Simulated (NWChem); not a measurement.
System: NaF; SMILES [F][Na]

Parts of the log:

```
             Northwest Computational Chemistry Package (NWChem) 7.3.0
             --------------------------------------------------------

 ORDER OF PRIMARY AXIS IS BEING SET TO 4
 C4V symmetry detected

                             Geometry "geometry" -> ""
                             -------------------------

 Output coordinates in angstroms (scale by  1.889725989 to convert to a.u.)

  No.       Tag          Charge          X              Y              Z
 ---- ---------------- ---------- -------------- -------------- --------------
    1 Na                  11.0000     0.00000000     0.00000000    -0.84971295
    2 F                    9.0000     0.00000000     0.00000000     1.03853805

 Effective nuclear repulsion energy (a.u.)      27.7444829374

      Symmetry information
      --------------------

 Group name             C4v
 Group number             18
 Group order               8
 No. of unique centers     2

  pbe96 is a nonlocal functional; adding pw91lda local functional.

                                 NWChem DFT Module
                                 -----------------

 Summary of "ao basis" -> "ao basis" (spherical)
 ------------------------------------------------------------------------------
       Tag                 Description            Shells   Functions and Types
 ---------------- ------------------------------  ------  ---------------------
 Na                         def2-svp                 7       15   4s2p1d
 F                          def2-svp                 6       14   3s2p1d

      Symmetry analysis of basis
      --------------------------

        a1         13
        a2          0
        b1          2
        b2          2
        e          12

            General Information
            -------------------
          SCF calculation type: DFT
          Wavefunction type:  closed shell.
          No. of atoms     :     2
          No. of electrons :    20
           Alpha electrons :    10
            Beta electrons :    10
          Charge           :     0
          Spin multiplicity:     1
          Use of symmetry is: on ; symmetry adaption is: on
          Maximum number of iterations: 150
          AO basis - number of functions:    29
                     number of shells:    13
          Convergence on energy requested:  1.00D-06
          Convergence on density requested:  1.00D-05
          Convergence on gradient requested:  5.00D-04

              XC Information
              --------------
          PerdewBurkeErnzerhof Exchange Functional  1.000
            Perdew 1991 LDA Correlation Functional  1.000 local
           PerdewBurkeErnz. Correlation Functional  1.000 non-local

             Grid Information
             ----------------
          Grid used for XC integration:  xfine
          Radial quadrature: Mura-Knowles
          Angular quadrature: Lebedev.
          Tag              B.-S. Rad. Rad. Pts. Rad. Cut. Ang. Pts.
          ---              ---------- --------- --------- ---------
          Na                  1.80      125          11.0      1454
          F                   0.50      100           8.0      1454
          Grid pruning is: on
          Number of quadrature shells:   225
          Spatial weights used:  Erf1

      Superposition of Atomic Density Guess
      -------------------------------------

 Sum of atomic energies:        -261.08512097

      Non-variational initial energy
      ------------------------------

 Total energy =    -260.774079
 1-e energy   =    -421.923758
 2-e energy   =     133.405196
 HOMO         =      -0.636074
 LUMO         =      -0.055666

      Symmetry analysis of molecular orbitals - initial
      -------------------------------------------------

 !! scf_movecs_sym_adapt:    4 vectors were symmetry contaminated

  Symmetry fudging

 !! scf_movecs_sym_adapt:    4 vectors were symmetry contaminated

  Numbering of irreducible representations:

     1 a1          2 a2          3 b1          4 b2          5 e

  Orbital symmetries:

     1 a1          2 a1          3 a1          4 a1          5 e
     6 e           7 a1          8 a1          9 e          10 e
    11 a1         12 e          13 e          14 a1         15 a1
    16 b1         17 b2         18 e          19 e          20 a1

   convergence    iter        energy       DeltaE   RMS-Dens  Diis-err
 ---------------- ----- ----------------- --------- --------- ---------
 d= 0,ls=0.0,diis     1   -261.7126994561 -2.89D+02  1.22D-01  8.49D-01
 d= 0,ls=0.0,diis     2   -254.2720323311  7.44D+00  1.16D-01  3.91D+01
 d= 0,ls=0.0,diis     3   -261.8061396004 -7.53D+00  7.86D-03  1.10D-01
 d= 0,ls=0.0,diis     4   -261.8105900330 -4.45D-03  5.26D-03  3.08D-02
 d= 0,ls=0.0,diis     5   -261.8139763335 -3.39D-03  1.05D-03  1.82D-03
  Resetting Diis
 d= 0,ls=0.0,diis     6   -261.8141495329 -1.73D-04  5.47D-05  9.54D-07
 d= 0,ls=0.0,diis     7   -261.8141496458 -1.13D-07  2.69D-05  4.90D-08
 d= 0,ls=0.0,diis     8   -261.8141496032  4.26D-08  1.87D-05  4.84D-07
 d= 0,ls=0.0,diis     9   -261.8141496512 -4.80D-08  8.13D-07  5.84D-10

         Total DFT energy =     -261.814149651204
      One electron energy =     -424.514690502597
           Coulomb energy =      159.733760633722
    Exchange-Corr. energy =      -24.777702719698
 Nuclear repulsion energy =       27.744482937369

 Numeric. integr. density =       20.000000223944

                  Occupations of the irreducible representations
                  ----------------------------------------------

                     irrep           alpha         beta
                     --------     --------     --------
                     a1                6.0          6.0
                     a2                0.0          0.0
                     b1                0.0          0.0
                     b2                0.0          0.0
                     e                 4.0          4.0

                       DFT Final Molecular Orbital Analysis
                       ------------------------------------

 Vector    8  Occ=2.000000D+00  E=-1.762579D-01  Symmetry=a1
              MO Center= -7.3D-16, -6.5D-17,  9.5D-01, r^2= 8.3D-01
   Bfn.  Coefficient  Atom+Function         Bfn.  Coefficient  Atom+Function
  ----- ------------  ---------------      ----- ------------  ---------------
    21      0.629433  2 F  pz                24     -0.476008  2 F  pz
     3      0.397075  1 Na s                  4     -0.212097  1 Na s
     2      0.142899  1 Na s                  7     -0.092961  1 Na pz
    17     -0.048837  2 F  s                 10     -0.038085  1 Na pz
    18     -0.031532  2 F  s

 Vector    9  Occ=2.000000D+00  E=-1.696436D-01  Symmetry=e
              MO Center=  3.6D-17, -8.1D-17,  9.8D-01, r^2= 7.2D-01
   Bfn.  Coefficient  Atom+Function         Bfn.  Coefficient  Atom+Function
  ----- ------------  ---------------      ----- ------------  ---------------
    19      0.611581  2 F  px                22     -0.433132  2 F  px
    20      0.169920  2 F  py                 8     -0.151337  1 Na px
    23     -0.120340  2 F  py                14      0.087338  1 Na d  1
     9     -0.042047  1 Na py                 5      0.041768  1 Na px

 Vector   10  Occ=2.000000D+00  E=-1.696436D-01  Symmetry=e
              MO Center= -4.4D-17, -1.2D-16,  9.8D-01, r^2= 7.2D-01
   Bfn.  Coefficient  Atom+Function         Bfn.  Coefficient  Atom+Function
  ----- ------------  ---------------      ----- ------------  ---------------
    20      0.611581  2 F  py                23     -0.433132  2 F  py
    19     -0.169920  2 F  px                 9     -0.151337  1 Na py
    22      0.120340  2 F  px                12     -0.087338  1 Na d -1
     8      0.042047  1 Na px                 6      0.041768  1 Na py

 Vector   11  Occ=0.000000D+00  E=-7.228808D-02  Symmetry=a1
              MO Center=  1.6D-16, -1.4D-17, -1.8D+00, r^2= 5.5D+00
   Bfn.  Coefficient  Atom+Function         Bfn.  Coefficient  Atom+Function
  ----- ------------  ---------------      ----- ------------  ---------------
     4      0.590128  1 Na s                 10     -0.391340  1 Na pz
     3      0.366388  1 Na s                  2      0.226747  1 Na s
    21     -0.132335  2 F  pz                24      0.119912  2 F  pz
     7      0.089658  1 Na pz                18     -0.058606  2 F  s
     1     -0.035405  1 Na s                 17     -0.032866  2 F  s

 Vector   12  Occ=0.000000D+00  E= 1.808844D-02  Symmetry=e
              MO Center= -7.8D-16,  6.6D-16, -1.0D+00, r^2= 6.7D+00
   Bfn.  Coefficient  Atom+Function         Bfn.  Coefficient  Atom+Function
  ----- ------------  ---------------      ----- ------------  ---------------
     9      0.992285  1 Na py                12     -0.140970  1 Na d -1
    20      0.141639  2 F  py                 6     -0.137688  1 Na py
    23     -0.116546  2 F  py

 Vector   13  Occ=0.000000D+00  E= 1.808844D-02  Symmetry=e
              MO Center= -3.6D-17, -2.3D-16, -1.0D+00, r^2= 6.7D+00
   Bfn.  Coefficient  Atom+Function         Bfn.  Coefficient  Atom+Function
  ----- ------------  ---------------      ----- ------------  ---------------
     8      0.992285  1 Na px                14      0.140970  1 Na d  1
    19      0.141639  2 F  px                 5     -0.137688  1 Na px
    22     -0.116546  2 F  px

     Multipole analysis of the density
     ---------------------------------

     L   x y z        total         alpha         beta         nuclear
     -   - - -        -----         -----         ----         -------
     0   0 0 0     -0.000000    -10.000000    -10.000000     20.000000

     1   1 0 0     -0.000000     -0.000000     -0.000000      0.000000
     1   0 1 0     -0.000000     -0.000000     -0.000000      0.000000
     1   0 0 1     -2.646191     -1.323095     -1.323095      0.000000

     2   2 0 0     -8.068563     -4.034281     -4.034281      0.000000
     2   1 1 0     -0.000000     -0.000000     -0.000000      0.000000
     2   1 0 1     -0.000000     -0.000000     -0.000000      0.000000
     2   0 2 0     -8.068563     -4.034281     -4.034281      0.000000
     2   0 1 1     -0.000000     -0.000000     -0.000000      0.000000
     2   0 0 2     -7.305816    -35.166094    -35.166094     63.026373

            General Information
            -------------------
          SCF calculation type: DFT
          Wavefunction type:  closed shell.
          No. of atoms     :     2
          No. of electrons :    20
           Alpha electrons :    10
            Beta electrons :    10
          Charge           :     0
          Spin multiplicity:     1
          Use of symmetry is: on ; symmetry adaption is: on
          Maximum number of iterations: 150
          AO basis - number of functions:    29
                     number of shells:    13
          Convergence on energy requested:  1.00D-06
          Convergence on density requested:  1.00D-05
          Convergence on gradient requested:  5.00D-04

              XC Information
              --------------
          PerdewBurkeErnzerhof Exchange Functional  1.000
            Perdew 1991 LDA Correlation Functional  1.000 local
           PerdewBurkeErnz. Correlation Functional  1.000 non-local

             Grid Information
             ----------------
          Grid used for XC integration:  xfine
          Radial quadrature: Mura-Knowles
          Angular quadrature: Lebedev.
          Tag              B.-S. Rad. Rad. Pts. Rad. Cut. Ang. Pts.
          ---              ---------- --------- --------- ---------
          Na                  1.80      125          11.0      1454
          F                   0.50      100           8.0      1454
          Grid pruning is: on
          Number of quadrature shells:   225
          Spatial weights used:  Erf1

          Convergence Information
          -----------------------
          Convergence aids based upon iterative change in
          total energy or number of iterations.
          Levelshifting, if invoked, occurs when the
          HOMO/LUMO gap drops below (HL_TOL):  1.00D-02
          DIIS, if invoked, will attempt to extrapolate
          using up to (NFOCK): 10 stored Fock matrices.

                    Damping( 0%)  Levelshifting(0.5)       DIIS
                  --------------- ------------------- ---------------
          dE  on:    start            ASAP                start
          dE off:    2 iters        150 iters           150 iters

                            NWChem DFT Gradient Module
                            --------------------------

  charge          =   0.00
  wavefunction    = closed shell

  Using symmetry

                         DFT ENERGY GRADIENTS

    atom               coordinates                        gradient
                 x          y          z           x          y          z
   1 Na      0.000000   0.000000  -1.605725    0.000000   0.000000   0.004185
   2 F       0.000000   0.000000   1.962552    0.000000   0.000000  -0.004185
```

Level: PBE/def2-SVP. All runs use the structure optimised with PBE0/def2-SVP.

Question: Reconstruct the input file.

Answer: Several could match; the one computed here: the input that was run:
```
start job
memory heap 200 mb stack 900 mb global 1100 mb
geometry units angstroms noautoz
  Na     0.000000     0.000000    -0.856691
  F      0.000000     0.000000     1.031560
end
basis spherical
  * library def2-svp
end
dft
  xc xpbe96 cpbe96
  iterations 150
  grid xfine
end
task dft gradient
```
